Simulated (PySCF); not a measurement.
Isomers of C6H11NO2Si, one GFN2-xTB conformer each. Single-point energies are computed at PBE0/pcSseg-1 (PySCF, gas phase, no added dispersion term), electronic only.

```json
{"SMILES": "COC[Si@@H](O)n1cccc1", "GFN2-xTB relative energy (kJ/mol)": "182.0"}
{"SMILES": "NC(=O)[Si@@H]1C[C@@H](C2CC2)O1", "GFN2-xTB relative energy (kJ/mol)": "341.7"}
{"SMILES": "CCO[Si@@H](O)n1cccc1", "GFN2-xTB relative energy (kJ/mol)": "0.0"}
{"SMILES": "CC[C@@]1(CC#N)CO[SiH2]O1", "GFN2-xTB relative energy (kJ/mol)": "106.3"}
```

Conformers: `[CH3:1][O:2][CH2:3][Si@@H:4]([OH:5])[n:6]1[cH:7][cH:8][cH:9][cH:10]1` with C1–O2–C3–Si4 -178°, O2–C3–Si4–O5 -49°, C3–Si4–O5–H 42°, C3–Si4–N6–C7 6°; `[NH2:1][C:2](=[O:3])[Si@@H:4]1[CH2:5][C@@H:6]([CH:7]2[CH2:8][CH2:9]2)[O:10]1` with H–N1–C2–O3 -173° and -4°, N1–C2–Si4–C5 77°, C5–C6–C7–C8 75°; `[CH3:1][CH2:2][O:3][Si@@H:4]([OH:5])[n:6]1[cH:7][cH:8][cH:9][cH:10]1` with C1–C2–O3–Si4 -172°, C2–O3–Si4–O5 52°, O3–Si4–O5–H 163°, O3–Si4–N6–C7 16°; `[CH3:1][CH2:2][C@@:3]1([CH2:4][C:5]#[N:6])[CH2:7][O:8][SiH2:9][O:10]1` with C1–C2–C3–C4 63°, C2–C3–C4–C5 60°, C2–C3–C7–O8 95°, C3–C7–O8–Si9 18°, C7–O8–Si9–O10 -6°, O8–Si9–O10–C3 -9°.

Question: What does PBE0/pcSseg-1 give for the same structures?

Answer: 
```json
{"SMILES": "CCO[Si@@H](O)n1cccc1", "PBE0/pcSseg-1 E (Eh)": "-729.36241", "PBE0/pcSseg-1 (kJ/mol)": "0.0", "GFN2-xTB (kJ/mol)": "0.0", "point group": "C1"}
{"SMILES": "CC[C@@]1(CC#N)CO[SiH2]O1", "PBE0/pcSseg-1 E (Eh)": "-729.31093", "PBE0/pcSseg-1 (kJ/mol)": "135.2", "GFN2-xTB (kJ/mol)": "106.3", "point group": "C1"}
{"SMILES": "COC[Si@@H](O)n1cccc1", "PBE0/pcSseg-1 E (Eh)": "-729.30669", "PBE0/pcSseg-1 (kJ/mol)": "146.3", "GFN2-xTB (kJ/mol)": "182.0", "point group": "C1"}
{"SMILES": "NC(=O)[Si@@H]1C[C@@H](C2CC2)O1", "PBE0/pcSseg-1 E (Eh)": "-729.27465", "PBE0/pcSseg-1 (kJ/mol)": "230.4", "GFN2-xTB (kJ/mol)": "341.7", "point group": "C1"}
```

Both levels put the same isomer lowest; measured from each level's own lowest isomer, the values differ by up to 111.3 kJ/mol (NC(=O)[Si@@H]1C[C@@H](C2CC2)O1: 341.7 against 230.4). As drawn, the lowest has an aromatic ring and an O–H bond, which the highest lacks; the highest has a three-membered ring, a four-membered ring and a C=O bond, which the lowest lacks.

Question: Which frontier levels, dipoles and rotational constants go with these structures?

Answer: 
```
                        SMILES  HOMO (eV, PBE0/pcSseg-1)  LUMO (eV)  dipole (D)       A, B, C (MHz)
          CCO[Si@@H](O)n1cccc1                     -6.11       0.75        2.19  2227, 689.1, 551.0
      CC[C@@]1(CC#N)CO[SiH2]O1                     -8.32       0.24        3.20  1889, 862.8, 714.1
          COC[Si@@H](O)n1cccc1                     -6.08       0.51        3.08  1879, 763.6, 598.6
NC(=O)[Si@@H]1C[C@@H](C2CC2)O1                     -6.99      -0.72        3.21  3089, 596.6, 579.2
```
